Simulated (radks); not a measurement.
All-electron atom: the manganese ion Mn4+ in [Ne] 3s1 3p6 3d3 4s1 (not the ground configuration). Calculated with a radial shooting solver on a logarithmic mesh with Libxc functionals: Dirac Kohn-Sham, PBE, spin-unpolarised, spherical densities, point nucleus; open shells fill j = l - 1/2 first.

Unscreened Slater integrals over Kohn-Sham orbitals (cm^-1). Large and small components are both included. Empty in this configuration: 3d5/2.

| integral | value |
|---|---|
| F0(4s1/2,4s1/2) | 94720 |
| F0(4s1/2,3d3/2) | 117950 |
| G2(4s1/2,3d3/2) | 13126 |
| F0(4s1/2,3p3/2) | 119090 |
| G1(4s1/2,3p3/2) | 10006 |
| F0(4s1/2,3p1/2) | 119230 |
| G1(4s1/2,3p1/2) | 9955.4 |
| F0(4s1/2,3d5/2) | 117910 |
| G2(4s1/2,3d5/2) | 13179 |
| F0(3d3/2,3d3/2) | 218440 |
| F2(3d3/2,3d3/2) | 105460 |
| F0(3d3/2,3p3/2) | 223770 |
| F2(3d3/2,3p3/2) | 108800 |
| G1(3d3/2,3p3/2) | 133030 |
| G3(3d3/2,3p3/2) | 82323 |
| F0(3d3/2,3p1/2) | 224720 |
| G1(3d3/2,3p1/2) | 133940 |
| F0(3d3/2,3d5/2) | 218160 |
| F2(3d3/2,3d5/2) | 105350 |
| G2(3d3/2,3d5/2) | 105270 |
| G4(3d3/2,3d5/2) | 66434 |
| F0(3p3/2,3p3/2) | 231190 |
| F2(3p3/2,3p3/2) | 116700 |
| F0(3p3/2,3p1/2) | 232180 |
| G2(3p3/2,3p1/2) | 117090 |
| F0(3p3/2,3d5/2) | 223490 |
| F2(3p3/2,3d5/2) | 108710 |
| G1(3p3/2,3d5/2) | 133000 |
| G3(3p3/2,3d5/2) | 82300 |
| F0(3p1/2,3p1/2) | 233180 |
| F0(3p1/2,3d5/2) | 224440 |
| G3(3p1/2,3d5/2) | 82701 |
| F0(3d5/2,3d5/2) | 217890 |
| F2(3d5/2,3d5/2) | 105250 |
| F4(3d5/2,3d5/2) | 66422 |
